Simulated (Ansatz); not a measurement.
Two structures of BSiH4ClF2, closed shell, reached by relaxing down either side of one saddle point (PBE0-D4/def2-TZVP). Energies are electronic, without zero-point energy. Computed with Ansatz 0.2.0 (basis: def2-TZVPP and def2-QZVPP); correlated methods freeze the cores. Extrapolation: Hartree–Fock as exp(−7.88 √X), correlation as X^−2.97. First:

B1  (-1.681, 0.023, -1.232)
Cl2  (-0.390, 0.059, -2.402)
F3  (-2.036, -1.108, -0.674)
F4  (-2.324, 1.120, -0.920)
Si5  (1.293, -0.022, 1.045)
H6  (-0.064, 0.581, 0.945)
H7  (2.245, 0.793, 0.252)
H8  (1.705, -0.039, 2.470)
H9  (1.250, -1.407, 0.516)
(Å)

Second:

```xyz
9
angstrom
B -2.1276 0.0933 -0.1040
Cl 0.6694 1.4430 -0.5693
F -1.5075 -0.8696 0.5501
F -2.3687 -0.0930 -1.3816
Si 1.7719 -0.1500 0.1441
H -2.5044 1.0710 0.4603
H 3.2018 0.1786 -0.0534
H 1.4664 -0.3183 1.5812
H 1.3985 -1.3549 -0.6273
```

**Question.** Which bonds change from the first to the second?

**Answer.** BClF₂ ([F][B]([F])[Cl]) + SiH₄ → SiH₃Cl ([SiH3][Cl]) + BHF₂ ([F][BH][F]); bonds formed: B1–H6, Cl2–Si5; bonds broken: B1–Cl2, Si5–H6.

**Question.** Give the saddle point's structure and its height above each. (An estimate is asked for; the value comes from the calculation.)

**Answer.** Computed: 1.217 eV above the first and 1.482 eV above the second (CCSD(T) at an estimated basis limit (MP2 extrapolated from triple and quadruple zeta, plus CCSD(T) − MP2 in triple zeta)).
B1  (-1.279, 0.058, -0.482)
Cl2  (0.183, 0.243, -1.750)
F3  (-1.902, -1.113, -0.644)
F4  (-2.013, 1.176, -0.445)
Si5  (1.103, -0.032, 0.470)
H6  (-0.584, 0.009, 0.634)
H7  (2.287, 0.658, -0.094)
H8  (1.000, 0.502, 1.857)
H9  (1.205, -1.501, 0.454)
(Å)

T1 diagnostic: at most 0.013.

Ligand swaps between two centres remove the fluorinated layer in thermal atomic layer etching, and scramble precursors in the gas phase.

Labels in which every atom is bracketed show which atoms are joined, not bond orders.

For scale, one of the runs: CCSD(T)/def2-TZVPP, 233 basis functions, launched by `ansatz run in.yaml --threads 4 --pin off --events-out ev --progress --plain --max-ram 9574MiB`. The run took 2.2 min on 4 CPU threads of an Intel Xeon (shared host), with 4.1 GiB of host memory at its peak.
